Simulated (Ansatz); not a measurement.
`[SeH][SiH2][TeH]`. Charge 0, multiplicity 1. Te takes the def2 core potential. All single points use the PBE0-D4/def2-TZVP geometry. It is one conformer, not always the lowest.

```xyz
7

Se    0.831   -1.389   -1.066
Si    0.269    0.475    0.117
Te   -2.119    0.993   -0.333
H     2.085   -1.585   -0.320
H     0.532    0.248    1.559
H     1.005    1.682   -0.337
H    -2.602   -0.424    0.380
```

Problem. What is the dipole moment at PBE/def2-TZVPP? (Estimate.)

Solution. Computed: 0.77 D, with components (0.38, 0.16, 0.65) D in this frame, pointing from negative to positive charge.

Problem. And with r2SCAN, B3LYP, ωB97M-V? (Estimate.)

Solution. Computed: r2SCAN 0.89 D, B3LYP 0.85 D, ωB97M-V 0.93 D.

Problem. Give the Mulliken charges with PBE, B3LYP, ωB97M-V in def2-TZVPP. (Estimate.)

Solution. Computed: 
```tsv
atom	PBE	B3LYP	ωB97M-V
Se1	-0.14	-0.15	-0.16
Si2	0.16	0.22	0.14
Te3	-0.02	-0.02	-0.05
H4	0.06	0.05	0.07
H5	-0.03	-0.04	0.00
H6	-0.04	-0.05	-0.01
H7	0.00	-0.02	0.01
```

B3LYP here is the variant with VWN-RPA as its local correlation; programs differ in this.
